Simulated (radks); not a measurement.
Values are calculated unless marked as measured or tabulated.
Ionisation of Tb2+, [Xe] 4f9, to Tb3+, [Xe] 4f8, under several functionals. Scalar-relativistic Kohn-Sham, spin-unpolarised, spherical densities, point nucleus; a radial shooting solver on a logarithmic mesh with Libxc functionals.

functional,E(Tb2+) (hartree),Exc (hartree),IE (eV),-e(HOMO) (eV),<r> HOMO (bohr),IE error (eV)
Wu-Cohen GGA,-11707.3201,-254.6104,25.345,16.853,0.8929,+3.525
OLYP,-11712.6039,-260.0857,25.633,17.073,0.8884,+3.813
revPBE,-11708.5993,-255.8951,25.233,16.753,0.8937,+3.413
XLYP,-11709.8961,-257.1717,25.180,16.738,0.8960,+3.360

NIST Atomic Spectra Database: 21.82 eV (semi-empirical). Closest: XLYP. The Delta-SCF values span 0.45 eV, the total energies 5.28 hartree. The highest occupied level is 4f. Spin polarisation and multiplet splitting are left out, so open shells lie too high by an amount that depends on their filling. Spin-orbit splitting is averaged out at the scalar-relativistic level.

Beside tabulated values, note that spin-unpolarised runs miss the spin-polarisation part of the exchange energy of open shells.
